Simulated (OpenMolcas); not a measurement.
**Cr2+: effect of the IPEA shift**

```yaml
Program: OpenMolcas 26.06
Basis: ANO-RCC-VTZP [6s5p3d2f1g]
Scalar_Hamiltonian: DKH2, point nucleus
Active_space: 10 electrons in 8 orbitals (RAS1 3p, at most 2 holes; RAS2 3d)
State_averaging: 2S+1 = 5 even, 5 roots; 2S+1 = 3 even, 45 roots; 2S+1 = 1 even, 44 roots
Spin-orbit_coupling: state interaction with AMFI integrals over the reference wave functions, term energies averaged over their components
```

Methods on the same reference wave functions:
A. RASSCF
B. MS-RASPT2, IPEA 0 Eh, imaginary shift 0.1 Eh (closed shells correlated: 3s)
C. MS-RASPT2, IPEA 0.25 Eh, imaginary shift 0.1 Eh (closed shells correlated: 3s)

Energies in cm⁻¹ above 3d⁴ ⁵D₀, the measured ground level; measured values from Sugar and Corliss, J. Phys. Chem. Ref. Data 6, 317 (1977).

| Level | A | B | C | Measured |
| --- | --- | --- | --- | --- |
| 3d⁴ ⁵D₀ | 0.0 | 0.0 | 0.0 | 0.0 |
| 3d⁴ ⁵D₁ | 68.5 | 69.1 | 68.8 | 62.2 |
| 3d⁴ ⁵D₂ | 203 | 204 | 204 | 183 |
| 3d⁴ ⁵D₃ | 399 | 400 | 399 | 357 |
| 3d⁴ ⁵D₄ | 650 | 651 | 651 | 576 |
| 3d⁴ ³P₀(1) | 18826 | 16120 | 17110 | 16771 |
| 3d⁴ ³P₁(1) | 19231 | 16520 | 17520 | 17169 |
| 3d⁴ ³P₂(1) | 19965 | 17250 | 18240 | 17851 |
| 3d⁴ ³H₄ | 21769 | 16930 | 17640 | 17274 |
| 3d⁴ ³F₂(1) | 21911 | 18040 | 19010 | 18452 |
| 3d⁴ ³H₅ | 21917 | 17070 | 17780 | 17397 |
| 3d⁴ ³F₃(1) | 21993 | 18110 | 19070 | 18511 |
| 3d⁴ ³H₆ | 22080 | 17240 | 17940 | 17531 |
| 3d⁴ ³F₄(1) | 22099 | 18190 | 19160 | 18583 |
| 3d⁴ ³G₃ | 25798 | 20680 | 21450 | 20704 |
| 3d⁴ ³G₄ | 25970 | 20860 | 21630 | 20853 |
| 3d⁴ ³G₅ | 26145 | 21020 | 21790 | 20996 |
| 3d⁴ ¹G₄(1) | 30627 | 25640 | 26250 | 25139 |
| 3d⁴ ³D₃ | 31576 | 25940 | 26900 | 25726 |
| 3d⁴ ³D₂ | 31625 | 25990 | 26960 | 25781 |
| 3d⁴ ³D₁ | 31685 | 26050 | 27010 | 25848 |
| 3d⁴ ¹I₆ | 32659 | 26020 | 26480 | 26015 |
| 3d⁴ ¹S₀ | 32718 | 27800 | 28810 | 27372 |
| 3d⁴ ¹D₂ | 36828 | 32830 | 33270 | 32152 |

Deviations, from unrounded energies. A percentage is the sum of absolute deviations over the sum of measured energies, with the sign that they share, or ± where signs differ.

```json
{"Against measurement": "mean absolute deviation (cm-1)", "Levels": "23", "A": "3700", "B": "280", "C": "610"}
{"Against measurement": "fine structure of the ground term (%)", "Levels": "4", "A": "+12.1", "B": "+12.4", "C": "+12.2"}
{"Against measurement": "other terms of the ground configuration (%)", "Levels": "19", "A": "+20.8", "B": "±1.5", "C": "+3.4"}
```

B lies closest to measurement on these levels and A furthest from it. The largest miss of B in the table is 3d⁴ ¹D₂, by +670 cm-1. The ranking rests on the paired levels alone, and a cruder setting can come out closer through cancelling errors.

Between B and C the level of the table that moves most is 3d⁴ ¹S₀, by 1000 cm-1 (lowest in B, highest in C). Moves below CASPT2's spread within the term are not significant.

The mean deviations of B to C differ by less than CASPT2's widest spread within a term (1700 cm-1), so their order carries little weight.

From A to B the spin-free energies of the other terms of 3d⁴ shown, above ⁵D, scale by factors of 0.78 to 0.89, as is usual when dynamic correlation screens the repulsion within a d or f shell.

The lowest spin-free term lies below A's lowest term by 0.349 hartree in B, 0.342 hartree in C.

Term energies are means over components that CASPT2 splits; among the terms shown or strongly mixed into the levels shown the widest spread is 1700 cm-1 (3d⁴ ¹I, C). Active for correlation alone: 3p; no level in the range computed is led by a configuration that opens it, so any true level of that kind is missing. The CASPT2 spread within a term exceeds the gap to the next term for 3d⁴ ¹G(1) and 3d⁴ ³D, 3d⁴ ³D and 3d⁴ ¹I, so the order of their levels is uncertain (figures for B; the like holds for C). Without dynamic correlation excited terms often stand tens of per cent too high (terms of higher spin than the ground term too low), and those without a measured partner can miss by more than the paired ones (holds for A). Measured partners are found by configuration, term and J. A level has none where our copy of the source lacks it or the pairing is in doubt (some pairs that miss far off the trend of their configuration count as doubtful), and it then counts in no deviation. Levels of configurations outside the active space are missing. Levels that lie high or do not pair safely by name in every column are left out.

A number in round brackets counts repeated terms of one configuration in the order of the reference energies.
